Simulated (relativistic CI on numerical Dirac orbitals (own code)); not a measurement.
**d1 to d9 in one octahedral field**

Computed with a parametric ligand-field model without spin-orbit coupling, by exact diagonalisation: B = 570, C = 2760, 10Dq = 10100 cm⁻¹ (Oh; |10Dq|/B = 17.7) for every shell. Energies in cm⁻¹; the field energy is (0.6 n_e − 0.4 n_t2) × 10Dq of the ground term; g labels are left out.

```tsv
Shell	Ground term	Electrons in e	Field energy	First spin-allowed bands	Lowest term of other spin
d1	2T2	0.000	-4040	2E 10100	
d2	3T1	0.044	-7637	3T2 9123, 3T1 16695	1T2 9280
d3	4A2	0.000	-12120	4T2 10100, 4T1 15198	2E 12351
d4	5E	1.000	-6060	5T2 10100	3T1 5797
d5	?	?	?	?	?
d6	5T2	2.000	-4040	5E 10100	1A1 2679
d7	4T1	2.044	-7637	4T2 9123, 4T1 16695	2E 2621
d8	3A2	2.000	-12120	3T2 10100, 3T1 15198	1E 9894
d9	2E	3.000	-6060	2T2 10100
```

Fill in the row of d5.

Ground term: 6A1; Electrons in e: 2.000; Field energy: 0; First spin-allowed bands: none; Lowest term of other spin: 4T1 11554. Every shell keeps the spin of the free ion. Only d4 to d7 can choose; the field needed to pair spins is smallest for d6 and largest for d5, which loses most exchange energy. In the strong-field picture 10Dq must exceed about 6B + 5C = 17220 (d4), 7.5B + 5C = 18075 (d5), 2.5B + 4C = 12465 (d6) and 4B + 4C = 13320 (d7); mixing of terms shifts these bounds somewhat. High-spin d^(n+5) repeats the spin-allowed bands of d^n, since the half-filled shell is spherical.
